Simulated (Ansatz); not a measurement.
Two isomers of C2H5FOSe: A = `C[Se]C(O)F`, B = `CC(O)(F)[SeH]`.

Program: Ansatz. Geometries: PBE0-D4/def2-TZVP. ΔE: electronic, gas phase. CCSD(T)/CBS is the MP2 limit (def2-TZVPP, def2-QZVPP) plus CCSD(T) − MP2 in def2-TZVPP, frozen cores. Functionals use def2-TZVPP. B3LYP here is the variant with VWN-RPA as its local correlation; programs differ in this. For Se outer-core shells are correlated without core-valence functions, which leaves a few kJ/mol of doubt a bond. Scalar relativity is left out up to krypton. One conformer a species, not always the lowest.

A:

Z-matrix (Å, degrees):
```
C
Se 1 1.941
H 1 1.089 2 106.4
H 1 1.089 2 110.7 3 -118.5
H 1 1.088 2 109.7 3 118.7
C 2 1.953 1 95.7 3 -179.1
F 6 1.374 2 106.5 1 179.8
O 6 1.367 2 109.9 1 59.8
H 6 1.096 2 110.3 1 -64.8
H 8 0.964 6 109.0 2 -166.6
```

B:

Z-matrix (Å, degrees):
```
C
C 1 1.501
H 1 1.093 2 108.6
H 1 1.089 2 109.9 3 119.8
H 1 1.089 2 110.1 3 -119.9
O 2 1.365 1 109.5 3 -58.7
F 2 1.378 1 109.0 3 61.5
Se 2 1.999 1 113.3 3 -179.8
H 6 0.965 2 108.6 1 -178.7
H 8 1.467 2 94.2 1 -83.0
```

(1) Which isomer does CCSD(T)/CBS put lower? Give the gap. (Estimate.)

(2) Give E(B) − E(A) in kcal/mol with CCSD(T)/def2-TZVPP, r2SCAN-D4, MP2/def2-TZVPP, B3LYP, B2PLYP, CCSD/def2-TZVPP, PBE-D4. (Estimate.)

Largest T1 diagnostic: 0.011.

Answers

(1) Ansatz gave: B, by 7.9 kcal/mol.

(2) The calculation gave: CCSD(T)/def2-TZVPP -7.6, r2SCAN-D4 -8.8, MP2/def2-TZVPP -7.4, B3LYP -7.0, B2PLYP -7.2, CCSD/def2-TZVPP -7.5, PBE-D4 -7.5. None reverses the order clearly.
